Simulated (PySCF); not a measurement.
SMILES C(CC)C/C=N\NC, C6H14N2

Molfile (atoms numbered from 1):
```
C6H14N2
     RDKit          3D

 22 21  0  0  0  0  0  0  0  0999 V2000
    3.8418    0.1597    0.2034 C   0  0  0  0  0  0  0  0  0  0  0  0
    2.4395   -0.3882    0.4374 C   0  0  0  0  0  0  0  0  0  0  0  0
    1.3932    0.3635   -0.3823 C   0  0  0  0  0  0  0  0  0  0  0  0
   -0.0146   -0.1743   -0.1470 C   0  0  0  0  0  0  0  0  0  0  0  0
   -1.0462    0.5644   -0.9575 C   0  0  0  0  0  0  0  0  0  0  0  0
   -2.3067    0.4555   -0.8884 N   0  0  0  0  0  0  0  0  0  0  0  0
   -2.9099   -0.4342   -0.0869 N   0  0  0  0  0  0  0  0  0  0  0  0
   -4.2978   -0.1682    0.1985 C   0  0  0  0  0  0  0  0  0  0  0  0
    3.8910    1.2101    0.4824 H   0  0  0  0  0  0  0  0  0  0  0  0
    4.1148    0.0723   -0.8460 H   0  0  0  0  0  0  0  0  0  0  0  0
    4.5721   -0.3880    0.7946 H   0  0  0  0  0  0  0  0  0  0  0  0
    2.1929   -0.3088    1.4993 H   0  0  0  0  0  0  0  0  0  0  0  0
    2.4150   -1.4474    0.1693 H   0  0  0  0  0  0  0  0  0  0  0  0
    1.6375    0.2779   -1.4439 H   0  0  0  0  0  0  0  0  0  0  0  0
    1.4212    1.4238   -0.1184 H   0  0  0  0  0  0  0  0  0  0  0  0
   -0.2604   -0.0936    0.9200 H   0  0  0  0  0  0  0  0  0  0  0  0
   -0.0489   -1.2396   -0.4043 H   0  0  0  0  0  0  0  0  0  0  0  0
   -0.6919    1.2689   -1.6955 H   0  0  0  0  0  0  0  0  0  0  0  0
   -2.3760   -0.8206    0.6898 H   0  0  0  0  0  0  0  0  0  0  0  0
   -4.4376    0.5590    1.0080 H   0  0  0  0  0  0  0  0  0  0  0  0
   -4.7895   -1.1011    0.4729 H   0  0  0  0  0  0  0  0  0  0  0  0
   -4.7499    0.2281   -0.7078 H   0  0  0  0  0  0  0  0  0  0  0  0
  1  2  1  0
  2  3  1  0
  3  4  1  0
  4  5  1  0
  5  6  2  0
  6  7  1  0
  7  8  1  0
  1  9  1  0
  1 10  1  0
  1 11  1  0
  2 12  1  0
  2 13  1  0
  3 14  1  0
  3 15  1  0
  4 16  1  0
  4 17  1  0
  5 18  1  0
  7 19  1  0
  8 20  1  0
  8 21  1  0
  8 22  1  0
M  END
```

Method: GIAO KT1/def2-SVP magnetisability, rotational g tensor and spin-rotation constants, non-relativistic, gas phase (PySCF). Geometry: GFN2-xTB.

(1) Give the nuclear spin-rotation constants along the inertial axes (H = +C I·J) beside the isotropic shieldings.

## Answers

(1) Rotational constants 8.6297, 0.6035, 0.5774 GHz. A star marks the isotopologue with that one atom substituted, in its own axes.
| atom | isotope | Caa (kHz) | Cbb (kHz) | Ccc (kHz) | mean (kHz) | σ (ppm) |
| --- | --- | --- | --- | --- | --- | --- |
| N6 | 14N | 1.887 | 0.139 | 0.034 | 0.687 | -59.9 |
| N7 | 14N | 0.909 | 0.035 | 0.036 | 0.327 | 153.6 |
| H9 | 1H | -0.951 | -0.057 | 0.001 | -0.336 | 30.8 |
| H10 | 1H | -0.907 | -0.026 | -0.032 | -0.322 | 30.8 |
| H11 | 1H | -0.398 | -0.025 | -0.064 | -0.162 | 30.6 |
| H12 | 1H | -0.917 | -0.022 | -0.029 | -0.323 | 30.3 |
| H13 | 1H | -0.951 | -0.054 | 0.005 | -0.334 | 30.3 |
| H14 | 1H | -0.852 | -0.023 | -0.033 | -0.302 | 30.3 |
| H15 | 1H | -0.900 | -0.056 | 0.002 | -0.318 | 30.3 |
| H16 | 1H | -0.833 | -0.019 | -0.034 | -0.295 | 29.8 |
| H17 | 1H | -0.880 | -0.053 | -0.001 | -0.311 | 30.0 |
| H18 | 1H | -0.723 | 0.044 | -0.061 | -0.247 | 26.1 |
| H19 | 1H | -0.398 | -0.003 | -0.067 | -0.156 | 27.4 |
| H20 | 1H | -0.913 | -0.058 | 0.021 | -0.316 | 28.7 |
| H21 | 1H | -0.652 | -0.012 | -0.043 | -0.235 | 28.8 |
| H22 | 1H | -0.531 | 0.006 | -0.065 | -0.197 | 28.5 |
| C1 | 13C* | 0.975 | 0.076 | 0.077 | 0.376 | 179.5 |
| C2 | 13C* | 1.189 | 0.085 | 0.086 | 0.453 | 167.6 |
| C3 | 13C* | 1.219 | 0.089 | 0.098 | 0.469 | 161.1 |
| C4 | 13C* | 1.295 | 0.091 | 0.073 | 0.486 | 168.3 |
| C5 | 13C* | 2.238 | 0.226 | 0.108 | 0.858 | 81.5 |
| C8 | 13C* | 1.031 | 0.107 | 0.101 | 0.413 | 157.0 |

For the geometry as given, no vibrational averaging.
